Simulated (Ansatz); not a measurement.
System: BHSeCl, charge 0, doublet. BHSeCl (SMILES ClB[Se], doublet).
B3LYP-D3(BJ)/def2-TZVP minimum from Ansatz (a quantum-chemistry and plane-wave program):
```xyz
4

B     -0.0323     0.1041    -0.9417
Cl    -1.7535     0.4383    -1.0122
H      0.6028     0.0879    -1.9450
Se     0.8638    -0.2371     0.7018
```
Charge 0, spin multiplicity 2.

Total energies in hartree (Ansatz). Open shells are spin-unrestricted; no spin-orbit coupling. Correlated methods leave the cores frozen (noble-gas shells, and filled d and f shells in the p block). No relativity. Where a partner has so few electrons that a lower coupled-cluster level is exact, that level stands in.

```csv
species,HF/def2-TZVPP,CCSD(T)/def2-TZVPP,HF/def2-QZVPP,CCSD(T)/def2-QZVPP,CCSD(T)/def2-SVP,CCSDT(Q)/def2-SVP
"1: BHSeCl (SMILES ClB[Se], doublet)",-2884.67963,-2885.15011,-2884.74043,-2885.24757,-2884.55328,-2884.55498
2: B (doublet),-24.53233,-24.59791,-24.53309,-24.60074,-24.55830,-24.55864
3: Cl (doublet),-459.47685,-459.66464,-459.48954,-459.69535,-459.44599,-459.44629
4: H (doublet),-0.49981,-0.49981,-0.49998,-0.49998,-0.49928,-0.49928
5: Se (triplet),-2399.82719,-2399.94997,-2399.87465,-2400.00689,-2399.62138,-2399.62171
```

**Question.** Work out the atomisation energy (electronic, to ground-state atoms) in kcal/mol: take Hartree-Fock from def2-QZVPP, extrapolate the CCSD(T) correlation energy as X^-3 (X = 3, 4), and add CCSDT(Q) - CCSD(T) in def2-SVP. 1 hartree = 627.51 kcal/mol.

**Answer.** 
Species 1: correlation (64·(-0.50714) - 27·(-0.47048))/37 = -0.53389; step -0.00170; E1 = -2884.74043 + (-0.53389) + (-0.00170) = -2885.27602
Species 2: correlation (64·(-0.06765) - 27·(-0.06558))/37 = -0.06916; step -0.00034; E2 = -24.53309 + (-0.06916) + (-0.00034) = -24.60259
Species 3: correlation (64·(-0.20581) - 27·(-0.18779))/37 = -0.21896; step -0.00030; E3 = -459.48954 + (-0.21896) + (-0.00030) = -459.70880
Species 4: correlation (64·(0.00000) - 27·(0.00000))/37 = 0.00000; step +0.00000; E4 = -0.49998 + (0.00000) + (+0.00000) = -0.49998
Species 5: correlation (64·(-0.13224) - 27·(-0.12278))/37 = -0.13914; step -0.00033; E5 = -2399.87465 + (-0.13914) + (-0.00033) = -2400.01412
-1·E1 +1·E2 +1·E3 +1·E4 +1·E5 = 0.45053 hartree = 282.7 kcal/mol.
